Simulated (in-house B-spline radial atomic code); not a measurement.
V¹¹⁺. Computed with a B-spline radial atomic code. Model: all-electron spherical atom, spin shells full or empty, radial basis limit, no spin-orbit coupling, Breit or QED, empty-state partial waves extrapolated as (l+1/2)^-4, RPA, G0W0 and static COHSEX of the highest shell as one setting changes (uncorrelated shells keep exact exchange).

Empty levels are discrete states of a finite basis, so the steps are uneven.

Given: element V; charge 11; filled core Ne; hamiltonian one-electron scalar X2C; mean-field start r2SCAN; highest l of empty states 9; nuclear rms radius 3.6002 fm; lowest nl shells left uncorrelated 0; highest mean-field shell 3s; box radius 6.2 bohr.

Shell: 3s 1 1 (electrons up and down).

```tsv
highest empty level kept (hartree)	RPA correlation energy (hartree)	G0W0 level (eV)	G0W0 minus most complete (meV)	COHSEX level (eV)	linearised minus solved G0W0 (meV)
48	-0.45858	-308.92	196.2	-312.43	68.9
96	-0.56765	-308.99	130	-312.64	69.5
168	-0.65179	-309.05	70.2	-312.83	70.1
288	-0.70602	-309.07	43.9	-312.92	70.3
480	?	?	?	?	?
864	-0.77538	-309.1	15.9	-312.99	70.6
1440	?	?	?	?	?
2880	-0.81267	-309.11	3.2	-313.03	70.7
5760	-0.81887	-309.12	1.1	-313.04	70.8
12000	-0.82089	-309.12	0.4	-313.04	70.8
28800	-0.82168	-309.12	0	-313.04	70.8
96000	-0.82177	-309.12	0	-313.04	70.8
```

Question: What follows for highest empty level kept = 480?

Answer: RPA correlation energy -0.74141 hartree; G0W0 level -309.09 eV; G0W0 minus most complete 28.3 meV; COHSEX level -312.96 eV; linearised minus solved G0W0 70.5 meV.

Question: What follows for highest empty level kept = 1440?

Answer: RPA correlation energy -0.79657 hartree; G0W0 level -309.11 eV; G0W0 minus most complete 8.7 meV; COHSEX level -313.02 eV; linearised minus solved G0W0 70.7 meV.
